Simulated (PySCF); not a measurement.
C₆ coefficients of unlike pairs at r2SCANh

Calculated with PySCF 2.14 from the dipole response of each species, C₆(A,B) = (3/π) ∫ α_A(iu) α_B(iu) du, in atomic units, from isotropic polarisabilities. For ions this is the dispersion term alone; charge-induced terms of lower order in 1/R come first.

```tsv
species	configuration	basis	relativity	α (bohr³)	C₆ (like pair)
Mo	[Kr] 4d5 5s1 (7S)	aug-cc-pVTZ-DK (9s8p6d3f2g)	spin-free X2C	76.41	823.7
O²⁺	[He] 2s2 2p2 (3P)	aug-cc-pwCVDZ (5s4p2d)	none	1.786	2.456
Ag	[Kr] 4d10 5s1 (2S)	aug-cc-pVTZ-PP with ECP28MDF (6s6p5d3f2g)	core potential	60.28	499.6
Tl⁺	[Xe] 4f14 5d10 6s2 (1S)	def2-QZVPPD with the def2 core potential (60 electrons) (8s6p5d4f1g)	core potential	21.09	174.9
```

**Question.** Estimate C₆ for Tl⁺ with Ag.

**Answer.** The integral gives 272.9. The combination rule 2 C_A C_B / (C_A α_B/α_A + C_B α_A/α_B) gives 259.0 and the geometric mean 295.6.

No spin-orbit coupling is included.

The other pairs:

```tsv
pair	C₆
Tl⁺, O²⁺	20.05
Ag, Mo	640.6
Ag, O²⁺	28.62
Tl⁺, Mo	347.9
O²⁺, Mo	36.03
```
